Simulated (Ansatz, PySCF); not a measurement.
As2BH5, SMILES [AsH2]B[AsH2].

Geometry optimised at B3LYP-D3(BJ)/def2-SVP. The structure was generated by enumeration, and PubChem lists no compound with its InChIKey, so it may never have been made.

Vertical ionisation energy (IE) and electron affinity (EA) in eV. Rows of orbital energies are one-electron estimates. Where ΔSCF, EOM or ADC give a negative EA the extra electron is unbound and the value depends on the basis.

| level | IE | EA |
|---|---|---|
| −ε(HOMO), −ε(LUMO), r2SCAN/def2-TZVPD (PySCF) | 6.59 | 2.64 |
| −ε(HOMO), −ε(LUMO), PBE/def2-TZVPD (PySCF) | 6.35 | 2.89 |
| ΔSCF, CAM-B3LYP/def2-SVPD (Ansatz), final states of multiplicity 2 and 2 | 9.45 | 0.36 |
| ΔSCF, PBE/def2-SVPD (Ansatz), final states of multiplicity 2 and 2 | 9.07 | 0.39 |

Q: What vertical singlet–triplet gap does ΔSCF give with CAM-B3LYP/def2-SVPD (Ansatz, an electronic-structure program) and with PBE/def2-SVPD (Ansatz)? (An estimate is asked for; the answer gives what the named calculation found.)

A: 3.46 and 3.07 eV (triplet above singlet where positive).
